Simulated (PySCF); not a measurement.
Species: C₄H₆FOSi (doublet state).
Z-matrix (Å and degrees, GFN2-xTB geometry), rows numbered from 1:
```
O 
C   1  1.1965
C   2  1.5105  1  133.76
C   3  1.5510  2   88.60  1  -175.75
Si  4  1.8974  3  113.98  2   114.86
F   5  1.6278  4  105.45  3    61.80
C   2  1.5127  1  133.63  3  -178.14
H   3  1.0896  2  113.26  1    67.54
H   3  1.0896  2  114.41  1   -56.55
H   4  1.0914  3  112.10  2  -117.18
H   5  1.4531  4  116.21  3   -51.26
H   7  1.0893  2  114.02  1    56.80
H   7  1.0894  2  113.19  1   -67.22
```

The hyperfine couplings belong to this conformer and change with its torsions.

As a line formula: `O=C1CC([SiH]F)C1` [radical].

The calculation used UKS B3LYP, pcH-1 on C F H O Si, non-relativistic, mean-field spin-orbit, GIAO (PySCF 2.14.0). The structure is a single GFN2-xTB conformer in the gas phase; no vibrational or solvent corrections. A GFN2-xTB geometry isn't a minimum of the functional, and hyperfine couplings can be far from their values at a DFT geometry, by a factor of two or more for some ions and for spin on atoms past the first row. No stability test was run, so a lower SCF solution isn't excluded.

(1) The isotropic 13C couplings, averaged over equivalent nuclei, are +53.9, +9.8 MHz. Assign them to C3/C7; C4.

(2) The isotropic 1H couplings, averaged over equivalent nuclei, are +126.4, +7.0, +4.9, -1.5 MHz. Assign them to H8/H13; H9/H12; H10; H11.

Answers

(1) 
```json
{"site": "C3/C7", "a_iso (MHz)": "+9.8", "ρ(0) (bohr⁻³)": "+0.0087", "position": "2 bonds from Si5", "distance from Si5 (Å)": "2.90", "spin population": "+0.01", "largest |T| (MHz)": "3.6"}
{"site": "C4", "a_iso (MHz)": "+53.9", "ρ(0) (bohr⁻³)": "+0.0480", "position": "1 bond from Si5", "distance from Si5 (Å)": "1.90", "spin population": "+0.04", "largest |T| (MHz)": "14.0"}
```

(2) 
```csv
site,a_iso (MHz),ρ(0) (bohr⁻³),position,distance from Si5 (Å),bound to,spin population there,largest |T| (MHz)
H8/H13,+7.0,+0.0016,3 bonds from Si5,3.74,C3/C7,+0.01,2.7
H9/H12,+4.9,+0.0011,3 bonds from Si5,2.93,C3/C7,+0.01,4.2
H10,-1.5,-0.0003,2 bonds from Si5,2.51,C4,+0.04,8.1
H11,+126.4,+0.0283,1 bond from Si5,1.45,Si5,+0.85,8.2
```

ρ(0) is the spin density at the nucleus and T the dipolar tensor; a_iso includes a spin–orbit part; entries for several nuclei are means. The largest Mulliken spin population is on Si5 (+0.85). The angles at Si5 add up to 324.4°, so it is pyramidal.

Means are taken over nuclei equivalent by connectivity, which assumes that they swap fast. The 13C value of +9.8 MHz is a mean of couplings from -2.7 to 22.3 MHz in this one geometry, not an average over conformers. The 1H value of +7.0 MHz is a mean of couplings from 2.6 to 11.4 MHz in this one geometry, not an average over conformers.
